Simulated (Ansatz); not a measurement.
One change: `C=CBCl` becomes `C=[CH][InH][Cl]`.

Ansatz, PBE0-D4/def2-TZVP geometries, multiplicity 1. Each molecule was computed in one conformer, which needn't be the lowest.

Elements past krypton have def2 core potentials.

```
                                      property  `C=CBCl`
size of the dipole moment (PBE/def2-TZVPP) / D      1.82
          HOMO–LUMO gap (PBE0/def2-TZVPP) / eV      6.39
           HOMO–LUMO gap (PBE/def2-TZVPP) / eV      4.05
         HOMO–LUMO gap (B3LYP/def2-TZVPP) / eV      5.97
       HOMO–LUMO gap (ωB97M-V/def2-TZVPP) / eV     10.70
         LUMO energy (ωB97M-V/def2-TZVPP) / eV      0.00
```

Problem. What does the change do to each property? (An estimate is asked.)

Solution. Ansatz gave: 
```
                                      property  `C=[CH][InH][Cl]`  shift
size of the dipole moment (PBE/def2-TZVPP) / D               3.11   1.29
          HOMO–LUMO gap (PBE0/def2-TZVPP) / eV               6.12  -0.27
           HOMO–LUMO gap (PBE/def2-TZVPP) / eV               4.08   0.03
         HOMO–LUMO gap (B3LYP/def2-TZVPP) / eV               5.63  -0.34
       HOMO–LUMO gap (ωB97M-V/def2-TZVPP) / eV               9.92  -0.78
         LUMO energy (ωB97M-V/def2-TZVPP) / eV              -0.27  -0.27
```

With PBE0 the HOMO rises by 0.45 eV and the LUMO rises by 0.18 eV, so the gap narrows by about 0.27 eV. PBE moves the HOMO by 0.34 eV and ωB97M-V by 0.50 eV. Dipoles are sizes alone; their direction can turn.

B3LYP here is the variant with VWN-RPA as its local correlation; programs differ in this.
